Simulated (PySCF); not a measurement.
PySCF 2.14 output of an unrestricted PBE0 calculation on a single atom or ion in x2c-TZVPPall, with scalar relativity by spin-free X2C-1e:

```
SCF conv_tol = 1e-09
number electrons alpha = 40  beta = 37
    C. Adamo and V. Barone.,  J. Chem. Phys. 110, 6158 (1999)
    M. Ernzerhof and G. E. Scuseria.,  J. Chem. Phys. 110, 5029 (1999)
cycle= 1 E= -19012.7472352009  delta_E= -0.0187  |g|= 0.151  |ddm|= 0.264
cycle= 2 E= -19012.7474760385  delta_E= -0.000241  |g|= 0.121  |ddm|=  0.1
cycle= 3 E= -19012.7485057926  delta_E= -0.00103  |g|= 0.00903  |ddm|= 0.0466
cycle= 4 E= -19012.7485178133  delta_E= -1.2e-05  |g|= 0.000458  |ddm|= 0.00607
cycle= 5 E= -19012.7485179017  delta_E= -8.84e-08  |g|= 4.4e-05  |ddm|= 0.000703
cycle= 6 E= -19012.7485179031  delta_E= -1.37e-09  |g|= 8.2e-06  |ddm|= 0.000111
cycle= 7 E= -19012.7485179031  delta_E= -6.91e-11  |g|= 1.04e-06  |ddm|= 2.58e-05
converged SCF energy = -19012.7485179031  <S^2> = 3.7508436  2S+1 = 4.0004218
```

The run itself started from symmetry-adapted Hartree-Fock orbitals and held the occupation by maximum overlap, on a logarithmic radial grid, so the iterations belong to that start.

Problem. Which element, charge and spin multiplicity is this?

Solution. Au²⁺ (gold, charge +2), multiplicity 4; the state was [Xe] 4f14 5d8 6p1, one real determinant (an excited configuration).

⟨L²⟩ = 14.01 against 20 for a pure G term, so this real determinant mixes terms. Spin-orbit coupling, absent here, splits the open shell strongly.
